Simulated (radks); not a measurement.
Problem. The ytterbium ion Yb13+ is in [Kr] 4d10 4f10 5s1. All-electron calculation, non-relativistic Kohn-Sham, PBE, spin-polarised, spherical densities, point nucleus. Program: a radial shooting solver on a logarithmic mesh with Libxc functionals. Open shells are filled with parallel spins first. One electron is removed from 4f, 4d, 4p, 5s in turn, with full relaxation. Which removal costs least, and what does each cost?

Solution. 5s 273.66 eV; 4f 276.99 eV; 4d 455.21 eV; 4p 593.01 eV. The 5s electron leaves first.
